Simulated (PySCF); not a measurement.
(1E)-1-chloro-1-fluorobuta-1,3-diene (C₄H₄ClF), SMILES C=C/C=C(\F)Cl.

Geometry optimised at r2SCAN-D4/def2-SVP. Other conformers were not sampled.

Calculation: PBE/def2-TZVP (PySCF).

Symmetry labels are those of the subgroup Cs that the program uses (full group Cs).

Computed valence orbital energies around the gap with their symmetry:
```tsv
orbital	symmetry	energy (eV)
HOMO−7	A'	-10.73
HOMO−6	A'	-10.51
HOMO−5	A'	-9.66
HOMO−4	A"	-8.94
HOMO−3	A'	-8.85
HOMO−2	A'	-8.17
HOMO−1	A"	-7.94
HOMO	A"	-5.68
LUMO	A"	-2.04
LUMO+1	A'	-0.41
LUMO+2	A"	0.38
LUMO+3	A'	0.85
```
